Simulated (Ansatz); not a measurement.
The first iterations of a band of C2H4AlN (8 atoms, charge 0, multiplicity 1).

Computed with RKS PBE0-D4/cc-pVDZ in Ansatz.

```
movable images  : 6
climbing image  : no
spring          : 5.0 eV/Å²
optimiser       : quadratic models (default)
start path      : through a guess of the saddle point
force threshold : 0.05 eV/Å
iteration limit : 60
end points      : relaxed
```

Image 0:

```xyz
8
Properties=species:S:1:pos:R:3
C -0.221 2.089 0.374
C -0.082 0.794 0.142
N 0.045 -0.386 -0.069
Al 0.249 -2.141 -0.395
H -0.603 2.742 -0.410
H 0.048 2.498 1.346
H -0.155 -2.636 -1.844
H 0.810 -3.017 0.799
```

Image 7:

```xyz
8
Properties=species:S:1:pos:R:3
C -0.221 2.088 0.375
C -0.079 0.795 0.139
N 0.051 -0.384 -0.077
Al 0.248 -2.141 -0.396
H 0.035 2.493 1.354
H -0.593 2.746 -0.409
H -0.149 -2.640 -1.846
H 0.800 -3.014 0.804
```

| iteration | highest image above the first end (eV) | largest band force component (eV/Å) |
| --- | --- | --- |
| 1 | 8.766 | 34.547 |
| 2 | 3.533 | 15.391 |
| 3 | 1.458 | 7.698 |
| 4 | 0.528 | 2.914 |
| 5 | 0.426 | 1.066 |
| 6 | 0.412 | 0.595 |
| 7 | 0.357 | 0.476 |
| 8 | 0.316 | 0.479 |

Q: Does the band converge within its limit, and where does its top end?

A: The run converged. It ended after 24 iterations with the highest image 0.245 eV above the first end. No image climbed, so the highest image needn't sit at the top of the path.

The run took 12 min on 1 thread of Arm Neoverse N1, on a shared host, peak memory 0.16 GiB.
